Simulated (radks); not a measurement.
Values are calculated unless marked as measured or tabulated.
Question: Species: the thallium ion Tl5+. Configuration: [Xe] 4f14 5d8. Code: a radial shooting solver on a logarithmic mesh with Libxc functionals. Model: Dirac Kohn-Sham, PBEsol, spin-unpolarised, spherical densities, finite nucleus; open shells are shared between the two j in proportion to 2j + 1; Fermi nuclear charge, rms radius 5.4759 fm. Some entries of the table are withheld. Estimate them.

| orbital | occ. | eigenvalue (hartree) | <1/r> (bohr^-1) | r(max) (bohr) |
|---|---|---|---|---|
| 1s1/2 | 2 | -3140.914 | 99.33 | 0.01004 |
| 2s1/2 | 2 | -560.7901 | 24.52 | 0.05838 |
| 2p1/2 | 2 | -538.6575 | 24.48 | 0.04280 |
| 2p3/2 | 4 | -462.7952 | 19.69 | 0.05040 |
| 3s1/2 | 2 | -135.6493 | 8.994 | (1) |
| 3p1/2 | 2 | -125.6139 | 8.911 | 0.1531 |
| 3p3/2 | 4 | -108.7499 | 7.657 | 0.1685 |
| 3d3/2 | 4 | -92.09695 | 7.557 | 0.1309 |
| 3d5/2 | 6 | -88.49368 | 7.276 | 0.1351 |
| 4s1/2 | 2 | -32.10382 | 3.817 | 0.3695 |
| 4p1/2 | 2 | -27.77200 | 3.709 | 0.3672 |
| 4p3/2 | 4 | -23.66737 | 3.274 | 0.3986 |
| 4d3/2 | 4 | -16.57480 | 3.076 | 0.3903 |
| 4d5/2 | 6 | -15.80860 | 2.977 | 0.3999 |
| 5s1/2 | 2 | (2) | 1.582 | 0.8074 |
| 4f5/2 | 6 | -6.64762 | 2.627 | 0.3555 |
| 4f7/2 | 8 | -6.47819 | 2.589 | 0.3600 |
| 5p1/2 | 2 | -5.66502 | 1.463 | 0.8473 |
| 5p3/2 | 4 | -4.89835 | 1.308 | 0.9235 |
| 5d3/2 | 3.2 | -2.83071 | 1.051 | 1.070 |
| 5d5/2 | 4.8 | -2.73375 | 1.019 | 1.099 |

Answer: 
(1) 3s1/2 r(max) (bohr): 0.1643
(2) 5s1/2 eigenvalue (hartree): -7.13484
